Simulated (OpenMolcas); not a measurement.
Au3+ among 8 point charges of -1.2 e arranged as a cube (Oh).

* Program: OpenMolcas 26.06
* Method: SS-CASPT2, IPEA 0.25 Eh, imaginary shift 0.1 Eh (closed shells correlated: 5s 5p)
* Basis: ANO-RCC-VDZP [7s6p4d2f]
* Scalar Hamiltonian: DKH2, point nucleus
* Active space: 8 electrons in 5 orbitals (5d)
* State averaging: 2S+1 = 3 even, 10 roots; 2S+1 = 1 even, 15 roots
* Spin-orbit coupling: RASSI with atomic mean-field integrals over the reference wave functions

All point charges move together. At R = 2.04 Å the first state of the same spin is 4410 cm-1, and at R = 2.23 Å it is 2640 cm-1.

**Question.** A third run gives 6440 cm-1. What distance was it run at?

**Answer.** With a power law R^-n the two known points give n = -ln(2640 / 4410) / ln(2.23 / 2.04) = 5.76. Then R = 2.04 × (4410 / 6440)^(1/5.76) = 1.910 Å. The run was at 1.89 Å, so the estimate is off by +0.020 Å.

Roots that are degenerate in the reference are averaged as groups; the widest CASPT2 spread within a group is 380 cm-1 (the 3-fold group of multiplicity 3 near 4410 cm-1 above the lowest state of its run, R = 2.04). Shifts and gaps below about the spread of the groups concerned are not significant. Real 4d8 and 5d8 ions are as a rule square planar and diamagnetic. Free-ion shares, where given, are those of the reference states; single-state CASPT2 does not remix them. An orbital triplet at a regular site is open to Jahn-Teller coupling, which can distort the site and quench the lowest spin-orbit gaps and is left out (holds for R = 2.04; R = 2.23). This is an electrostatic model: the charges have no orbitals. No measured value stands beside these numbers.
